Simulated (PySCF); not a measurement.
A structure optimised at PBE-D3(BJ)/def2-SVP, used in a PySCF frequency run:

```xyz
4

Sb     0.0000     0.0000     0.3476
F      1.4407    -0.8318    -0.6566
F     -1.4407    -0.8318    -0.6566
F      0.0000     1.6636    -0.6566
```

Problem. Write its SMILES, formula and point group.

Solution. [F][Sb]([F])[F], F₃Sb, C3v

Problem. What are its rotational constants (standard atomic weights)?

Solution. 4.2824, 4.2824, 3.2041 GHz
